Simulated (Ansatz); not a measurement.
Born–Oppenheimer molecular dynamics of CH5ClSn (8 atoms, charge 0, multiplicity 1). It starts from a relaxed structure.

All numbers below come from Ansatz 0.2.0, RKS revPBE-D4/def2-SVP.

- ensemble: NVT, Nosé–Hoover chain
- time step: 2 fs
- steps asked: 40
- set temperature: 500 K
- thermostat: time constant 100 fs, chain length 3 (defaults)
- seed: 430821

First frame:

```xyz
8
Properties=species:S:1:pos:R:3
Sn 0.011 0.020 -0.078
Cl -0.014 -0.055 2.315
H 1.682 0.060 -0.526
H -0.806 1.484 -0.508
C -1.024 -1.775 -0.723
H -1.512 -2.218 0.166
H -1.790 -1.523 -1.482
H -0.300 -2.497 -1.147
```

Problem. How far do the bonds stretch over the last three quarters of this one trajectory? (Pairs bonded in most of those frames.)

Solution. 
```csv
bond,mean (Å),spread (Å),shortest,longest
Sn1–Cl2,2.437,0.111,2.26,2.56
Sn1–H3,1.732,0.015,1.71,1.75
Sn1–H4,1.736,0.014,1.71,1.76
Sn1–C5,2.176,0.038,2.12,2.23
C5–H6,1.107,0.012,1.09,1.13
C5–H7,1.113,0.040,1.06,1.18
C5–H8,1.113,0.034,1.06,1.17
```

Mean temperature of the second half: 235 K. The conserved energy stayed within 4.4 meV per atom of its start (net change 2.2 meV per atom), so there is no drift, though single steps change it by up to 32 meV in the whole system, a sign of fast motions only just resolved. The mean temperature of the second half is 53 % below the set value. A step of 2 fs is long for free X–H stretches (periods near 10 fs) and can bias their spread and the temperature. A run of 0.08 ps of so small a system gives no equilibrium averages.

The run took 2.9 min on 2 threads of Intel(R) Xeon(R) Processor @ 2.50GHz (Skylake/Cascade Lake), with other jobs on the host, peak memory 0.13 GiB.
